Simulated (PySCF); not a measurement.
Two species compared at the same levels of theory.

First species: C7H6.
Structure used (GFN2-xTB), in Å, numbered top down from 1:
```xyz
13
C7H6 angstrom
C      3.6238    1.0161    0.3123
C      2.8598    0.0887    0.2621
C      1.9842   -1.0073    0.2018
C      0.6692   -0.8713    0.2069
C     -0.5788   -0.7536    0.2133
C     -1.8857   -0.6154    0.2236
C     -2.5808    0.7034    0.2975
H      4.2884    1.8262    0.3553
H      2.4372   -1.9911    0.1488
H     -2.5181   -1.4940    0.1767
H     -3.2193    0.7403    1.1811
H     -3.2200    0.8385   -0.5759
H     -1.8645    1.5200    0.3430
```

Second species: C2H6F3NSi.
InChI=1S/C2H6F3NSi/c1-6-7-2(3,4)5/h6H,7H2,1H3

Levels: PBE0/pcSseg-1 for dipole moment, HOMO energy, LUMO energy and HOMO–LUMO gap; GFN2-xTB for rotational constant A and rotational constant C. Geometries: GFN2-xTB. Each structure is a single optimised conformer of the isolated species, non-relativistic unless stated; the electronic structure was computed with PySCF and density fitting.

The conformers computed, where there is a choice (atom-mapped SMILES and torsion angles):
- `[CH3:1][NH:2][SiH2:3][C:4]([F:5])([F:6])[F:7]`: C1–N2–Si3–C4 43°, N2–Si3–C4–F5 166°

Values for the first species:

* Dipole moment: 1.51 D
* HOMO energy: -6.47 eV
* LUMO energy: -1.96 eV
* HOMO–LUMO gap: 4.51 eV
* Rotational constant A: 8.124 GHz
* Rotational constant C: 0.954 GHz

(1) Estimate the same properties for the second species, and the change in each.

Results:

(1) 
```
             property      first     second  second less first
        dipole moment     1.51 D     3.42 D            +1.91 D
          HOMO energy   -6.47 eV   -7.23 eV           -0.76 eV
          LUMO energy   -1.96 eV    0.27 eV           +2.23 eV
        HOMO–LUMO gap    4.51 eV    7.50 eV           +2.99 eV
rotational constant A  8.124 GHz  3.242 GHz         -4.882 GHz
rotational constant C  0.954 GHz  1.324 GHz         +0.370 GHz
```

On the first: The dipole matches unit charges of opposite sign 0.31 Å apart (1 e·Å = 4.8032 D).

On the second: In atomic units the dipole is 1.34 e·bohr (1 au = 2.5417 D).
